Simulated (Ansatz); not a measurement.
Geometry optimisation, RKS PBE0/def2-SVP in Ansatz.

Input file:

```yaml
crystal:
  periodic: [false, false, false]
  atoms:
    - { symbol: C, position_ang: [-0.9115, 0.9754, -0.0987] }
    - { symbol: "N", position_ang: [-0.1617, 0.6604, 1.0755] }
    - { symbol: C, position_ang: [0.946, -0.1682, 0.5974] }
    - { symbol: Si, position_ang: [0.3394, -1.0398, -0.8857] }
    - { symbol: O, position_ang: [-1.1027, -0.0961, -1.0219] }
    - { symbol: H, position_ang: [-1.9582, 1.3622, 0.201] }
    - { symbol: H, position_ang: [-0.4698, 1.8615, -0.643] }
    - { symbol: H, position_ang: [-0.7228, 0.1004, 1.6554] }
    - { symbol: H, position_ang: [1.8163, 0.496, 0.3671] }
    - { symbol: H, position_ang: [1.3122, -0.8484, 1.4243] }
    - { symbol: H, position_ang: [-1.69868, -0.71141, -1.51819] }
    - { symbol: H, position_ang: [1.1306, -0.9096, -2.0774] }
basis:
  gaussian: { orbitals: def2-SVP }
hamiltonian:
  xc: pbe0
relax:
  f_tol: 0.02
  max_steps: 50
```

Command:

```bash
$ ansatz run input.yaml --threads 2 --pin off --max-ram 3072MiB --backend cpu --events-out ev --progress --plain --runs-dir out
```

Q: Where does it end, and by what steps?

A: The forces met the threshold. After 16 steps the energy has fallen by 2.367 eV; H11 moved furthest, 0.73 Å.

```csv
step,energy less start (eV),largest force component (eV/Å),accepted
0,0.0000,6.758,yes
1,-1.5252,2.994,yes
2,-2.0674,1.357,yes
3,-2.1195,3.885,yes
4,-2.2884,0.361,yes
5,-2.2705,0.757,no
6,-2.3244,0.465,yes
7,-2.3450,0.227,yes
8,-2.3449,0.331,no
9,-2.3531,0.175,yes
10,-2.3590,0.069,yes
11,-2.3631,0.155,yes
12,-2.3633,0.182,yes
13,-2.3657,0.088,yes
14,-2.3663,0.114,yes
15,-2.3671,0.028,yes
16,-2.3672,0.010,yes
```

```xyz
12
Properties=species:S:1:pos:R:3
C -0.910 1.001 -0.201
N -0.210 0.603 0.935
C 0.949 -0.237 0.595
Si 0.518 -1.303 -1.042
O -1.130 -0.158 -1.117
H -1.886 1.452 0.030
H -0.316 1.671 -0.838
H -0.812 0.167 1.628
H 1.840 0.399 0.454
H 1.163 -0.888 1.456
H -1.871 -0.699 -0.809
H 1.185 -0.325 -2.014
```

Whether the end is a true minimum wasn't checked by a vibrational analysis.

Time of the run: 23 s on 2 threads of AMD EPYC 9B45 (Zen 5), on a shared host, peak memory 0.26 GiB.
